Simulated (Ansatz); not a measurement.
Consider the ligand exchange at the Al–O bond: `C[CH2][AlH][OH]` + H₂S → `C[CH2][AlH][SH]` + H₂O.

Computed with Ansatz on PBE0-D4/def2-TZVP structures; ΔE is electronic, products minus reactants. CCSD(T)/CBS is the MP2 limit (def2-TZVPP, def2-QZVPP) plus CCSD(T) − MP2 in def2-TZVPP, frozen cores. This one scheme is used for every species. Functionals use def2-TZVPP. B3LYP here is the variant with VWN-RPA as its local correlation; programs differ in this. HSE06 is defined as in plane-wave codes. One conformer a species, not always the lowest.

```csv
level,ΔE (kJ/mol),difference from CCSD(T)/CBS
LDA (SPW92),13.0,-1.2
PBE-D4,9.9,-4.3
revPBE-D4,8.9,-5.3
BLYP-D4,22.3,8.1
r2SCAN-D4,16.2,2.0
B97M-V,18.2,4.0
PBE0-D4,8.4,-5.8
B3LYP-D4,20.6,6.4
r2SCANh-D4,15.2,1.0
r2SCAN0-D4,13.9,-0.3
HSE06-D4,7.9,-6.3
BHLYP-D4,20.1,5.9
CAM-B3LYP-D4,25.9,11.7
ωB97M-V,18.8,4.6
B2PLYP,23.4,9.2
PBE-QIDH,12.2,-2.0
PBE,12.8,-1.4
revPBE,13.2,-1.0
BLYP,27.9,13.7
r2SCAN,17.0,2.8
PBE0,11.2,-3.0
B3LYP,25.5,11.3
r2SCANh,16.1,1.9
r2SCAN0,15.0,0.8
HSE06,10.6,-3.6
CAM-B3LYP,28.9,14.7
RPA@PBE/def2-TZVPP,22.2,8.0
HF/def2-SVP,24.2,10.0
MP2/def2-SVP,23.6,9.4
CCSD/def2-SVP,25.1,10.9
CCSD(T)/def2-SVP,23.8,9.6
HF/def2-TZVPP,25.5,11.3
MP2/def2-TZVPP,16.6,2.4
SCS-MP2/def2-TZVPP,21.7,7.5
CCSD(T)/def2-TZVPP,18.2,4.0
HF/def2-QZVPP,26.7,12.5
SCS-MP2/def2-QZVPP,19.6,5.4
HF/CBS(def2),26.9,12.7
MP2/CBS(def2),12.5,-1.7
CCSD/CBS(def2),16.3,2.1
CCSD(T)/CBS,14.2,0
```

Largest T1 diagnostic among the species: 0.011.

The D4 term adds −4.9 kJ/mol with B3LYP and −2.8 kJ/mol with PBE0; it sums over pairs of atoms, weighted by their polarisabilities, and B3LYP, whose exchange is more repulsive, gets the larger term. In def2-TZVPP, CCSD(T) changes the Hartree–Fock value by −7.3 kJ/mol (the triples alone add −2.2 kJ/mol) and MP2 by −8.9 kJ/mol. At CCSD(T), def2-SVP lies +9.6 kJ/mol from the extrapolated value and def2-TZVPP +4.0 kJ/mol.
